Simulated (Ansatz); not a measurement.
Species: SnICl, charge 0, singlet. SnICl (SMILES [Cl][Sn][I]).
B3LYP-D3(BJ)/def2-TZVP minimum from Ansatz (an electronic-structure program):
```
Sn
Cl 1 2.3912
I 1 2.7555 2 99.71
```

Total energies in hartree (Ansatz). Open shells are spin-unrestricted; no spin-orbit coupling. Correlated methods leave the cores frozen (noble-gas shells, and filled d and f shells in the p block). Past Kr the def2 sets carry scalar-relativistic core potentials. Spin-orbit terms, left out, reach several kcal/mol for Br and I, and more for heavier atoms.

| species | HF/def2-TZVPP | CCSD(T)/def2-TZVPP | HF/def2-QZVPP | CCSD(T)/def2-QZVPP | CCSDT(Q)/def2-TZVPP |
|---|---|---|---|---|---|
| 1: SnICl (SMILES [Sn]([Cl])[I]) | -969.64580 | -970.10042 | -969.66187 | -970.16514 | -970.10282 |
| 2: Sn (triplet) | -213.33992 | -213.39742 | -213.34066 | -213.40091 | -213.39789 |
| 3: Cl (doublet) | -459.47685 | -459.66464 | -459.48954 | -459.69535 | -459.66548 |
| 4: I (doublet) | -296.65857 | -296.79430 | -296.65973 | -296.81374 | -296.79495 |

**Question.** Work out the atomisation energy (electronic, to ground-state atoms) in kcal/mol: take Hartree-Fock from def2-QZVPP, extrapolate the CCSD(T) correlation energy as X^-3 (X = 3, 4), and add CCSDT(Q) - CCSD(T) in def2-TZVPP. 1 hartree = 627.51 kcal/mol.

**Answer.** 
Species 1: correlation (64·(-0.50327) - 27·(-0.45462))/37 = -0.53877; step -0.00240; E1 = -969.66187 + (-0.53877) + (-0.00240) = -970.20304
Species 2: correlation (64·(-0.06025) - 27·(-0.05750))/37 = -0.06226; step -0.00047; E2 = -213.34066 + (-0.06226) + (-0.00047) = -213.40339
Species 3: correlation (64·(-0.20581) - 27·(-0.18779))/37 = -0.21896; step -0.00084; E3 = -459.48954 + (-0.21896) + (-0.00084) = -459.70934
Species 4: correlation (64·(-0.15401) - 27·(-0.13573))/37 = -0.16735; step -0.00065; E4 = -296.65973 + (-0.16735) + (-0.00065) = -296.82773
-1·E1 +1·E2 +1·E3 +1·E4 = 0.26258 hartree = 164.8 kcal/mol.
